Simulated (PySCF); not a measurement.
**Bonding in `FC(F)(F)CC[SiH2][SiH3]`**

Species: C₃H₉F₃Si₂.
Atom-mapped SMILES: `[F:1][C:2]([F:3])([F:4])[CH2:5][CH2:6][SiH2:7][SiH3:8]` (hydrogens: H9, H10 on C5; H11, H12 on C6; H13, H14 on Si7; H15, H16, H17 on Si8)

Geometry (GFN2-xTB, Å), atoms numbered from 1 in this order:
```xyz
17
C3H9F3Si2 angstrom
F     -2.795    1.803    1.108
C     -2.398    0.818    0.283
F     -3.304   -0.164    0.407
F     -2.526    1.298   -0.965
C     -0.987    0.354    0.584
C     -0.558   -0.766   -0.354
Si     1.243   -1.322   -0.028
Si     2.692    0.454   -0.357
H     -0.972    0.022    1.624
H     -0.336    1.225    0.485
H     -0.658   -0.422   -1.386
H     -1.243   -1.607   -0.238
H      1.465   -2.467   -0.919
H      1.263   -1.856    1.343
H      2.103    1.503   -1.197
H      3.936    0.038   -1.006
H      3.066    1.101    0.905
```

Bond orders from the PBE0/pcSseg-1 density (PySCF). The structure is a single GFN2-xTB conformer in the gas phase; no vibrational or solvent corrections.

Question: How far do the computed orders between heavy atoms stray from the drawn ones?

Answer: The largest departure is 0.103, at C6–Si7 (drawn single, 0.897).

Question: Set the Mayer orders of the bonds beside their lengths.

Answer: 
```json
{"bond": "F1–C2", "drawn as": "single", "length (Å)": "1.346", "Mayer order": "1.000"}
{"bond": "C2–F3", "drawn as": "single", "length (Å)": "1.342", "Mayer order": "0.999"}
{"bond": "C2–F4", "drawn as": "single", "length (Å)": "1.343", "Mayer order": "0.997"}
{"bond": "C2–C5", "drawn as": "single", "length (Å)": "1.515", "Mayer order": "1.038"}
{"bond": "C5–C6", "drawn as": "single", "length (Å)": "1.523", "Mayer order": "1.019"}
{"bond": "C6–Si7", "drawn as": "single", "length (Å)": "1.913", "Mayer order": "0.897"}
{"bond": "Si7–Si8", "drawn as": "single", "length (Å)": "2.316", "Mayer order": "0.904"}
{"bond": "C5–H9", "drawn as": "single", "length (Å)": "1.092", "Mayer order": "0.931"}
{"bond": "C5–H10", "drawn as": "single", "length (Å)": "1.092", "Mayer order": "0.924"}
{"bond": "C6–H11", "drawn as": "single", "length (Å)": "1.092", "Mayer order": "0.938"}
{"bond": "C6–H12", "drawn as": "single", "length (Å)": "1.091", "Mayer order": "0.940"}
{"bond": "Si7–H13", "drawn as": "single", "length (Å)": "1.468", "Mayer order": "0.950"}
{"bond": "Si7–H14", "drawn as": "single", "length (Å)": "1.471", "Mayer order": "0.942"}
{"bond": "Si8–H15", "drawn as": "single", "length (Å)": "1.468", "Mayer order": "0.932"}
{"bond": "Si8–H16", "drawn as": "single", "length (Å)": "1.463", "Mayer order": "0.944"}
{"bond": "Si8–H17", "drawn as": "single", "length (Å)": "1.466", "Mayer order": "0.931"}
```

Question: Sum the orders of all bonds at each heavy atom with more than one neighbour and set the sums beside the valence in the SMILES.

Answer: C2 4.034 (drawn 4), C5 3.912 (drawn 4), C6 3.794 (drawn 4), Si7 3.693 (drawn 4), Si8 3.711 (drawn 4). Orders between atoms that aren't bonded are not in these sums.

Mayer orders depend on the basis set.

The run behind these numbers computed NMR shieldings as well. Time: 56 s; peak memory 0.85 GiB. Hardware: Arm Neoverse N1, one thread, no GPU, shared host.
